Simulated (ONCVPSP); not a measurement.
**Sc (Z = 21): one change to an ONCV potential, before and after**

```json
{"Element": "scandium", "Generator": "ONCVPSP 4.0.1", "Type": "optimised norm-conserving Vanderbilt (ONCV)", "Functional": "PBE", "Relativity": "fully relativistic", "Frozen core": "[Ne]", "Valence charge": "11", "Reference configuration": "3s2 3p6 3d1 4s2", "Partial waves": "3s+4s: rc 1.90 bohr, ncon 4, nbas 7, qcut 8.4 1/bohr, 3 projectors, debl 3.7 Ha; 3p: rc 1.55 bohr, ncon 4, nbas 8, qcut 9.4 1/bohr, 2 projectors, debl 3 Ha; 3d: rc 1.55 bohr, ncon 4, nbas 8, qcut 8.5 1/bohr, local", "Local potential": "the d channel", "Core correction": "Teter function, fcfact 5.75, rcfact 1.65"}
```

Open shells are filled in proportion to 2j + 1.

Change: d: rc 1.1.

Cutoffs: the cutoffs (Ha) at which the residual kinetic energy of the hardest occupied pseudo-wave falls to 1 and 0.1 mHa per electron; they do not see the model core or the augmentation charge, which bear on the density cutoff. Errors are all-electron minus pseudo energies relative to the spin-unpolarised reference configuration.

Predict the effect on cutoff, ghosts and configuration errors.

The potential gets harder (30 Ha and 35 Ha → 122 Ha and 193 Ha); of the 3 tests that both files solve, the error grows in 0 and shrinks in 2 by more than 15 % and 0.3 meV (median size 1.7 → 0.9 meV); the range in which the p3/2 phases agree widens (upper end 2.8 → at the end of the scan); the range in which the p1/2 phases agree widens (upper end 2.8 → at the end of the scan); neither file shows a bound ghost. A smaller radius makes the pseudo-wave follow the all-electron one further in, where it bends more sharply, so more plane waves are needed.

```csv
quantity,base,changed
"cutoff, loose",30 Ha,122 Ha
"cutoff, tight",35 Ha,193 Ha
loose cutoff by channel,"s 19 Ha, p 17 Ha, d 30 Ha","s 19 Ha, p 17 Ha, d 122 Ha"
bound ghosts,none,none
GHOST(+) flags under 300 eV,none,none
"tests counted (converged, no solver errors)",3 of 4,3 of 4
"error for 3s2 3p6 3d1 4s1, meV [ΔE 6.90 eV]",-0.1,0.0
"error for 3s2 3p6 3d1 4s0, meV [ΔE 19.66 eV]",-1.7,-0.9
"error for 3s2 3p6 3d0 4s2 4p1, meV [ΔE 3.46 eV]",+31,+13
s: phases at 1.92 bohr within 0.05 rad from the reference energy up to (Ha; the scan ends near 5),to the end of the scan,to the end of the scan
p3/2: phases at 1.57 bohr within 0.05 rad from the reference energy up to (Ha; the scan ends near 5),2.8,to the end of the scan
p1/2: phases at 1.57 bohr within 0.05 rad from the reference energy up to (Ha; the scan ends near 5),2.8,to the end of the scan
"rms error of d²Exc/dni dnj with the model core, mHa",3.34,3.20
```

Base: Tests not counted: 3s2 3p6 3d0 4s0 (no result). These tests converged, but a pseudo level misses the all-electron one widely, so the file describes the atom poorly there or has found another state: 3s2 3p6 3d0 4s2 4p1: empty 3d by 6.3 eV. Changed file: Tests not counted: 3s2 3p6 3d0 4s0 (no result). These tests converged, but a pseudo level misses the all-electron one widely, so the file describes the atom poorly there or has found another state: 3s2 3p6 3d0 4s2 4p1: empty 3d by 6.3 eV.
